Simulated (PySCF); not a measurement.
# CoCl2: what the settings change

CoCl2: Co(II) (d7), charge 0. The structure is a PBE0-D3(BJ)/def2-TZVP geometry optimised for multiplicity 4; coordination linear, point group D∞h, metal–donor distances 2.09 Å.

```
3

Co    0.0000    0.0000    0.0000
Cl    0.0000    0.0000    2.0917
Cl    0.0000    0.0000   -2.0917
```

Method (PySCF 2.14, density fitting): CASSCF(7,5) with orbitals averaged over all microstates of the shell, strongly contracted NEVPT2 on the averaged canonical orbitals; basis x2c-TZVPall on the metal, x2c-SVPall elsewhere; spin-free X2C; gas phase; spin-orbit coupling by state interaction with the mean-field operator over all roots.

Base run: NEVPT2 ground state 4Φg, next 4Δg at 137, then 4Σg- at 1919 cm⁻¹, B(CASSCF) 1163, ζ 505 cm⁻¹, μeff(300 K) 6.41 μB.

What happens with the basis x2c-TZVPall on all atoms?

NEVPT2 ground state 4Φg, next 4Δg at 215, then 4Σg- at 1850 cm⁻¹, B(CASSCF) 1162, ζ 504 cm⁻¹, μeff(300 K) 6.43 μB. It took 4.1 s against 3.8 s on a shared host of the same kind.

What happens with orbitals averaged over the highest spin alone?

NEVPT2 ground state 4Φg, next 4Δg at 236, then 4Σg- at 1814 cm⁻¹, B(CASSCF) 1177, ζ 509 cm⁻¹, μeff(300 K) 6.44 μB.

No frequencies were computed for the optimised geometry. 4Δg (137 cm⁻¹) lies within 300 cm⁻¹ of 4Φg at NEVPT2 level, inside the method's error: their order is undecided, and g values and low-temperature moments can hang on it.
